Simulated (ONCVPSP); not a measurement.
Before and after: ONCV potential for copper

```json
{"Element": "copper", "Generator": "ONCVPSP 4.0.1", "Type": "optimised norm-conserving Vanderbilt (ONCV)", "Functional": "revPBE", "Relativity": "scalar-relativistic", "Frozen core": "[Ar]", "Valence charge": "11", "Reference configuration": "3d10 4s0.75 4p0.25", "Partial waves": "4s: rc 2.05 bohr, ncon 4, nbas 9, qcut 3.4 1/bohr, 2 projectors, debl 1.6 Ha; 4p: rc 2.40 bohr, ncon 5, nbas 8, qcut 3.1 1/bohr, 2 projectors, debl 0.7 Ha; 3d: rc 1.40 bohr, ncon 5, nbas 10, qcut 11.5 1/bohr, local", "Local potential": "the d channel", "Core correction": "none"}
```

All-electron outer shells of the reference configuration (revPBE, scalar-relativistic, ld1.x):

| shell | level (eV) | outermost node (bohr) | outermost maximum (bohr) |
| --- | --- | --- | --- |
| 3s | -115.34 | 0.29 | 0.61 |
| 3p | -72.73 | 0.26 | 0.62 |
| 3d | -5.57 | – | 0.60 |
| 4s | -4.95 | 0.89 | 2.24 |
| 4p | -0.98 | 0.97 | 3.61 |

Change: d: rc 1.08.

Cutoffs: the cutoffs (Ha) at which the residual kinetic energy of the hardest occupied pseudo-wave falls to 1 and 0.1 mHa per electron; they do not see the model core or the augmentation charge, which bear on the density cutoff. Errors are all-electron minus pseudo energies relative to the spin-unpolarised reference configuration.

Task: What does the change do?

Result: The potential gets harder (55 Ha and 62 Ha → 131 Ha and 312 Ha); both files keep a bound ghost (p, s); of the 3 tests that both files solve, the error grows in 1 and shrinks in 1 by more than 15 % and 0.3 meV (median size 0.6 → 0.6 meV). A smaller radius makes the pseudo-wave follow the all-electron one further in, where it bends more sharply, so more plane waves are needed.

| quantity | base | changed |
| --- | --- | --- |
| cutoff, loose | 55 Ha | 131 Ha |
| cutoff, tight | 62 Ha | 312 Ha |
| loose cutoff by channel | s 5.0 Ha, p 1.5 Ha, d 55 Ha | s 5.0 Ha, p 1.5 Ha, d 131 Ha |
| bound ghosts | s, p | s, p |
| GHOST(+) flags under 300 eV | none | s at 127.3 eV |
| tests with a reliable result | 3 of 4 | 3 of 4 |
| error for 3d10 4s1 4p0, meV [ΔE -0.97 eV] | -0.2 | +2.4 |
| error for 3d10 4s0 4p0, meV [ΔE 7.04 eV] | +3.8 | -0.6 |
| error for 3d10 4s0.5 4p0, meV [ΔE 2.13 eV] | +0.6 | -0.3 |
| s: phases at 2.08 bohr within 0.05 rad from the reference energy up to (Ha; the scan ends near 5) | 3.4 | 3.3 |
| p: phases at 2.43 bohr within 0.05 rad from the reference energy up to (Ha; the scan ends near 5) | 2.8 | 2.6 |

 A true bound ghost makes a file unfit for plane-wave use even where its test errors are small: the radial tests pick states by their node count and pass the ghost by.
